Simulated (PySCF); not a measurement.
Electronic structure of Al (aluminium, neutral) at the UHF level

Configuration: [Ne] 3s1 3p2, 3s spin antiparallel (an excited configuration). Computed with PySCF 2.14 in x2c-QZVPPall (9s6p4d2f1g, 70 functions), with the spin-free X2C one-electron Hamiltonian (Gaussian nucleus).

```json
{
 "Total energy": "-242.099144 hartree",
 "One-electron energy": "-336.0866 hartree",
 "Hartree (Coulomb) energy": "112.0335 hartree",
 "Exchange energy": "-18.0461 hartree",
 "⟨S²⟩": "1.7500",
 "⟨L²⟩": "2.018",
 "Sum of ⟨r⟩": "14.52 bohr",
 "Sum of ⟨r²⟩": "39.75 bohr²",
 "Traceless quadrupole moment −½Σ⟨3z² − r²⟩ along its main axis": "5.47 e·bohr²",
 "Langevin diamagnetic susceptibility": "-31.5 ×10⁻⁶ cm³/mol"
}
```

```tsv
shell	electrons	mean orbital energy (hartree)	spread (hartree)	rms radius, mean of both spins (bohr)
1s β	1	-58.71322	0	0.139
1s α	1	-58.70841	0	0.139
2s β	1	-5.01868	0	0.676
2s α	1	-5.00337	0	0.676
2p α	3	-3.30784	0.00757	0.673
2p β	3	-3.30306	0.00765	0.673
3s β	1	-0.42473	0	2.64
3p α	2	-0.20532	0	3.81
```

With the s spin flipped the determinant is a mixture of two multiplicities, not a spectroscopic state.

Densities and radii are taken from the X2C orbitals without a picture-change correction, which distorts them close to the nucleus.

Spin-orbit constants ζ (cm⁻¹) from the X2C one-electron operator on these orbitals: bare nucleus, nucleus screened by l(l+1)(2l+1)/3 electrons, and screened by the Breit-Pauli mean field of the electrons.

| shell | bare | screened nucleus | mean field |
| --- | --- | --- | --- |
| 2p | 2673 | 2262 | 2077 |
| 3p | 77.10 | 65.24 | 58.35 |
